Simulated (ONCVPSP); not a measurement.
Co, ONCV: configuration errors across variants

* Element: cobalt (Co)
* Generator: ONCVPSP 4.0.1
* Type: optimised norm-conserving Vanderbilt (ONCV)
* Functional: PW91
* Relativity: scalar-relativistic
* Frozen core: [Ne]
* Valence charge: 17
* Reference configuration: 3s2 3p6 3d7 4s2
* Partial waves: 3s+4s: rc 1.50 bohr, ncon 5, nbas 8, qcut 7.8 1/bohr, 3 projectors, debl 1.6 Ha; 3p: rc 0.90 bohr, ncon 3, nbas 6, qcut 10.5 1/bohr, 2 projectors, debl 2.2 Ha; 3d: rc 1.75 bohr, ncon 5, nbas 10, qcut 10.5 1/bohr, 1 projector
* Local potential: polynomial inside 0.55 bohr (lpopt 3, dvloc0 3 Ha)
* Core correction: none

In the p channel the program set the typed energies aside and used -2.414, 0.250 Ha.

All-electron excitation energies from the reference (eV): (1) 3s2 3p6 3d7 4s1 9.096; (2) 3s2 3p6 3d7 4s0 25.936; (3) 3s2 3p6 3d6 4s0 61.912; (4) 3s2 3p6 3d5 4s0 117.387.

Errors AE − PS in meV (a dash: test not solved or not reliable):

```csv
change,(1),(2),(3),(4),bound ghosts,GHOST(+) flags above zero
base,+1.1,+7.3,-13,+255,none,s
d: nproj 3,+1.1,+7.3,+32,+438,none,s
"local potential polynomial inside 0.55 bohr (lpopt 3, dvloc0 6.5 Ha)",+1.1,+7.3,-13,+255,none,s
```

Question: Give the same row for: p: rc 1.

Answer: +1.1, +7.3, -13, +256; bound ghosts: none; GHOST(+) flags above zero: s.
